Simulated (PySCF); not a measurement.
FH6NOSi2, SMILES [SiH2](O)N[SiH2]F. Atoms are numbered in the order given.

```xyz
11

O     -2.1435     1.1708    -0.5459
Si    -1.5434    -0.0552     0.4090
N     -0.1041    -0.8065    -0.2380
Si     1.5389    -0.5526     0.2216
F      2.1745     0.7574    -0.5192
H     -1.5551     1.9147    -0.7240
H     -1.1431     0.4318     1.7582
H     -2.6497    -1.0390     0.4668
H     -0.2382    -1.3379    -1.0980
H      1.5996    -0.2815     1.6767
H      2.3561    -1.7158    -0.2030
```

Coordinates come from a B3LYP-D3(BJ)/def2-SVP optimisation. This is a generated structure with no PubChem entry under its InChIKey; it may be hypothetical. One conformer was computed; it need not be the lowest.

All values below come from PySCF with TDA-PBE/def2-SVPD.

Vertical excitations. Gas-phase values at a fixed geometry.

Computed UV-visible absorptions:
```tsv
state	energy (eV)	λ (nm)	f	main pairs
S1	6.40	194	0.040	HOMO→LUMO 94 %
S2	6.71	185	0.070	HOMO→LUMO+1 94 %
S3	6.93	179	0.017	HOMO−1→LUMO 91 %
S4	7.13	174	0.052	HOMO→LUMO+2 79 %
S5	7.31	170	0.003	HOMO−2→LUMO 92 %
S6	7.36	168	0.056	HOMO−1→LUMO+1 85 %
S7	7.47	166	0.004	HOMO→LUMO+3 95 %
S8	7.53	165	0.003	HOMO−1→LUMO+2 84 %
S9	7.65	162	0.016	HOMO−3→LUMO 76 %, HOMO−2→LUMO+1 14 %
S10	7.69	161	0.016	HOMO−2→LUMO+1 81 %, HOMO−3→LUMO 16 %
T1	6.03	206	0	HOMO→LUMO 99 %
T2	6.43	193	0	HOMO→LUMO+1 95 %
T3	6.57	189	0	HOMO→LUMO+2 94 %
T4	6.71	185	0	HOMO−1→LUMO 96 %
```
Triplets are in the Tamm–Dancoff approximation.
